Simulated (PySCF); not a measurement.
# Relaxation of quartet TaHF

All numbers come from PySCF, UPBE0, basis Ta def2-TZVP with ECP60, H def2-TZVP, F def2-TZVP (scalar-relativistic core potentials, no spin–orbit coupling, density fitting). A (50,194) grid was used.

A hand-made linear start, of C∞v symmetry, held to at least that symmetry:

Coordinates in bohr (charge 0 multiplicity 4):
```
Ta    0.0000    0.0000   -0.3583
H     0.0000    0.0000   -3.7220
F     0.0000    0.0000    3.6101
```

Optimiser trace:
| step | E − E(last) (kJ/mol) | largest gradient (Eh/bohr) |
| --- | --- | --- |
| 0 | 42.06 | 0.07736 |
| 1 | 6.57 | 0.03858 |
| 2 | 3.22 | 0.02667 |
| 3 | 0.28 | 0.00632 |
| 4 | 0.07 | 0.00256 |
| 5 | 0.00 | 0.00019 |
| 6 | 0.00 | 0.00003 |

It ends at C∞v with Ta–F 1.888 Å, Ta–H 1.882 Å; F–Ta–H 180.0°. A frequency run shows 2 imaginary modes (one degenerate set), down to 397i cm⁻¹, so it is a higher-order saddle point. Other isomers or separated fragments may lie lower.

Open d and f shells are described by one determinant, and the ground state may have another occupation or spin. No spin–orbit coupling is included, which matters more the heavier the element.
